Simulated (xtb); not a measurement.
H2B (SMILES [BH2]), doublet, geometry from GFN2-xTB, atoms displaced at random by about 0.02 Å a coordinate. Base run: GFN2-xTB (xtb).

The xtb input:
```
$ xtb mol.xyz --gfn 2 --uhf 1 --opt --json

# file mol.xyz
3

B      0.01353130     0.13182682     0.02295622
H     -1.08117868    -0.33371107    -0.01339090
H      1.02038844    -0.38501407    -0.01083309
```

Each row names what was changed in the base input (with any setting that the change needs).

| change | ΔE vs base (µEh) | optimiser steps |
|---|---|---|
| base | 0.0 | 4 |
| engine = lbfgs | 0.0 | - |
| alpb = ether | -3182 | 4 |
| opt level = sloppy | 0.4 | 3 |
| opt level = extreme | 0.0 | 5 |
| opt level = crude | 0.4 | 3 |
| opt level = vtight | 0.0 | 5 |
| alpb = thf | -3408 | 4 |
| opt level = loose | 0.0 | 4 |
| opt level = lax | 0.0 | 4 |
